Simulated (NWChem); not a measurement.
System meant: BPH4O2; SMILES OB(P)O

The following NWChem deck was run.

```
start job
memory heap 200 mb stack 900 mb global 1100 mb
geometry units angstroms noautosym nocenter noautoz
  B     -0.002933    -0.498674     0.000000
  O     -0.020638    -1.131187    -1.205782
  H     -0.056431    -2.093075    -1.166316
  O     -0.020638    -1.131187     1.205782
  H     -0.056431    -2.093075     1.166316
  P     -0.088329     1.436195     0.000000
  H      0.849632     1.630710     1.054787
  H      0.849632     1.630710    -1.054787
end
basis spherical
  * library def2-svp
end
dft
  xc m06-2x
  iterations 150
end
property
  shielding 5 1 2 3 6 7
end
task dft property
```

End of the output:

```
 Vector   23  Occ=0.000000D+00  E= 9.023449D-02
              MO Center=  1.3D-01,  8.5D-01, -2.2D-09, r^2= 4.9D+00
   Bfn.  Coefficient  Atom+Function         Bfn.  Coefficient  Atom+Function
  ----- ------------  ---------------      ----- ------------  ---------------
    65      0.975103  6 P  pz                72     -0.833502  7 H  s
    77      0.833502  8 H  s                 17      0.381090  2 O  s
    36     -0.381090  4 O  s                 30     -0.356790  3 H  s
    49      0.356790  5 H  s                  9      0.250135  1 B  pz
    62      0.208971  6 P  pz                71     -0.206433  7 H  s

 center of mass
 --------------
 x =  -0.04432288 y =   0.04544470 z =  -0.00000000

 moments of inertia (a.u.)
 ------------------
         618.507672173758           0.327021638264           0.000000000000
           0.327021638264         189.868830469489          -0.000000000000
           0.000000000000          -0.000000000000         440.594272908286

     Multipole analysis of the density
     ---------------------------------

     L   x y z        total         alpha         beta         nuclear
     -   - - -        -----         -----         ----         -------
     0   0 0 0     -0.000000    -20.000000    -20.000000     40.000000

     1   1 0 0      0.238798      0.198206      0.198206     -0.157614
     1   0 1 0     -1.451584     -0.750201     -0.750201      0.048817
     1   0 0 1     -0.000000     -0.000000     -0.000000     -0.000000

     2   2 0 0    -23.878069    -14.749473    -14.749473      5.620877
     2   1 1 0      1.666932     -1.818425     -1.818425      5.303782
     2   1 0 1     -0.000000     -0.000000     -0.000000      0.000000
     2   0 2 0    -17.287490   -127.804663   -127.804663    238.321835
     2   0 1 1      0.000000      0.000000      0.000000     -0.000000
     2   0 0 2    -25.310570    -63.022113    -63.022113    100.733657

          -----------------------------------------
          Chemical Shielding Tensors (GIAO, in ppm)
          -----------------------------------------

 ------------------------------------------------------------------------
  xm06: d2 not coded                    0
 ------------------------------------------------------------------------
 ------------------------------------------------------------------------
  current input line :
    23: task dft property
 ------------------------------------------------------------------------
 ------------------------------------------------------------------------
 This error has not yet been assigned to a category
 ------------------------------------------------------------------------
 For more information see the NWChem manual at https://nwchemgit.github.io

0: xm06: d2 not coded:Received an Error in Communication
```

Find the fault in this run and fix the input.

The run crashed. Cause: this functional's second derivatives, which shieldings need, aren't coded here; the fix takes a hybrid GGA instead. This input runs:
```
start job
memory heap 200 mb stack 900 mb global 1100 mb
geometry units angstroms noautosym nocenter noautoz
  B     -0.002933    -0.498674     0.000000
  O     -0.020638    -1.131187    -1.205782
  H     -0.056431    -2.093075    -1.166316
  O     -0.020638    -1.131187     1.205782
  H     -0.056431    -2.093075     1.166316
  P     -0.088329     1.436195     0.000000
  H      0.849632     1.630710     1.054787
  H      0.849632     1.630710    -1.054787
end
basis spherical
  B library def2-svp
  O library def2-svp
  H library def2-svp
  P library def2-svp
end
dft
  xc pbe0
  iterations 150
end
property
  shielding 5 1 2 3 6 7
end
task dft property
```
It converges to -518.59293 Ha (PBE0/def2-SVP, GIAO).
